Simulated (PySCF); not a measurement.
**Shapes and spin states of Be4**

Level of theory: PBE0/[Be def2-TZVP], no relativity, density fitting, PySCF.

Relaxations began from a few typed shapes and spin states; open shells are unrestricted. The search is not exhaustive: other isomers or separated fragments can lie lower, and high-lying points may rest on an excited occupation.

Q: Which is the lowest minimum found?
A. singlet Td: Be–Be 2.055 Å (×6); Be–Be–Be 60.0° (×12)
B. singlet (closed shell, unstable to spin polarisation) D4h: Be–Be 2.101 Å (×4); Be–Be–Be 90.0° (×4)
C. triplet D4h: Be–Be 2.040 Å (×4); Be–Be–Be 90.0° (×4)
D. broken-symmetry Ms = 0 (⟨S²⟩ 1.07) D4h: Be–Be 2.039 Å (×4); Be–Be–Be 90.0° (×4)
E. singlet D2h: Be–Be 1.997 Å (×4), Be–Be 2.131 Å; Be–Be–Be 57.7° (×4), Be–Be–Be 64.5° (×2), Be–Be–Be 115.5° (×2)

A: A. The others lie at 151.8 (triplet D4h), 154.8 (broken-symmetry Ms = 0 D4h), 187.5 (singlet D2h, a saddle point), 213.7 (singlet D4h) kJ/mol above it.

The electron or spin density has lower symmetry than the nuclear frame for the broken-symmetry Ms = 0 (⟨S²⟩ 1.07) D4h at 154.8 kJ/mol.
